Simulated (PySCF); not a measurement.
**`C#CC[P+](C)(C)CP`, [C₆H₁₃P₂]+, charge +1**

Molfile (atoms numbered from 1):
```
C6H13P2
     RDKit          3D

 21 20  0  0  0  0  0  0  0  0999 V2000
   -1.1925    2.9078    0.1117 C   0  0  0  0  0  0  0  0  0  0  0  0
   -1.1829    1.7883    0.5350 C   0  0  0  0  0  0  0  0  0  0  0  0
   -1.1443    0.4228    1.0204 C   0  0  0  0  0  0  0  0  0  0  0  0
   -0.1844   -0.5742   -0.1652 P   0  0  0  0  0  0  0  0  0  0  0  0
   -1.0625   -0.5946   -1.7449 C   0  0  0  0  0  0  0  0  0  0  0  0
   -0.0048   -2.2531    0.4736 C   0  0  0  0  0  0  0  0  0  0  0  0
    1.4517    0.1798   -0.3857 C   0  0  0  0  0  0  0  0  0  0  0  0
    2.2658    0.3535    1.3224 P   0  0  0  0  0  0  0  0  0  0  0  0
   -1.2261    3.9011   -0.2277 H   0  0  0  0  0  0  0  0  0  0  0  0
   -0.6620    0.3767    2.0037 H   0  0  0  0  0  0  0  0  0  0  0  0
   -2.1575    0.0140    1.0974 H   0  0  0  0  0  0  0  0  0  0  0  0
   -0.4690   -1.1203   -2.4926 H   0  0  0  0  0  0  0  0  0  0  0  0
   -2.0216   -1.0993   -1.6287 H   0  0  0  0  0  0  0  0  0  0  0  0
   -1.2337    0.4314   -2.0727 H   0  0  0  0  0  0  0  0  0  0  0  0
    0.5299   -2.8660   -0.2515 H   0  0  0  0  0  0  0  0  0  0  0  0
    0.5582   -2.2303    1.4073 H   0  0  0  0  0  0  0  0  0  0  0  0
   -0.9897   -2.6860    0.6497 H   0  0  0  0  0  0  0  0  0  0  0  0
    1.3480    1.1376   -0.8999 H   0  0  0  0  0  0  0  0  0  0  0  0
    2.0478   -0.4976   -1.0043 H   0  0  0  0  0  0  0  0  0  0  0  0
    3.4890    0.7622    0.8031 H   0  0  0  0  0  0  0  0  0  0  0  0
    1.8317    1.6629    1.5209 H   0  0  0  0  0  0  0  0  0  0  0  0
  1  2  3  0
  2  3  1  0
  3  4  1  0
  4  5  1  0
  4  6  1  0
  4  7  1  0
  7  8  1  0
  1  9  1  0
  3 10  1  0
  3 11  1  0
  5 12  1  0
  5 13  1  0
  5 14  1  0
  6 15  1  0
  6 16  1  0
  6 17  1  0
  7 18  1  0
  7 19  1  0
  8 20  1  0
  8 21  1  0
M  CHG  1   4   1
M  END
```

Computed, not measured: PySCF, GIAO HSE06/STO-3G magnetisability, rotational g tensor and spin-rotation constants, non-relativistic, gas phase. Geometry: GFN2-xTB.

For an ion the centre-of-mass motion in the field is neglected.

Q: How diamagnetic is it, and how anisotropic?

A: Isotropic -1842 × 10⁻³⁰ J/T², or -110.9 × 10⁻⁶ cm³/mol; principal values -1866, -1859, -1800 × 10⁻³⁰ J/T², anisotropy 62 × 10⁻³⁰ J/T² (root of half the summed squared differences of the principal values). The susceptibility is in cgs units.

Q: Split it along the inertial axes a, b, c into diamagnetic and paramagnetic parts about the centre of mass, with the quadrupole moment.

A: 
```csv
axis,χ (10⁻⁶ cm³/mol),diamagnetic (10⁻⁶ cm³/mol),paramagnetic (10⁻⁶ cm³/mol),summed x² of all electrons (Å²),quadrupole Θ (D Å)
a,-110.6,-968.0,857.4,188.2,-1.76
b,-111.9,-1064.7,952.8,165.4,+6.67
c,-110.1,-1499.8,1389.7,62.8,-4.91
```
Anisotropies 2χaa − χbb − χcc = +0.8 and 2χbb − χaa − χcc = -3.1 × 10⁻⁶ cm³/mol. Θ is traceless in Buckingham's convention.

Q: And the rotational g tensor?

A: 
```tsv
axis	rotational constant (GHz)	g	nuclear part	electronic part
a	1.4537	+0.0166	0.6021	-0.5856
b	1.2535	+0.0121	0.5732	-0.5611
c	0.8544	+0.0103	0.5681	-0.5578
```
Asymmetric top; isotopes 12C, 1H, 31P; no vibrational averaging.
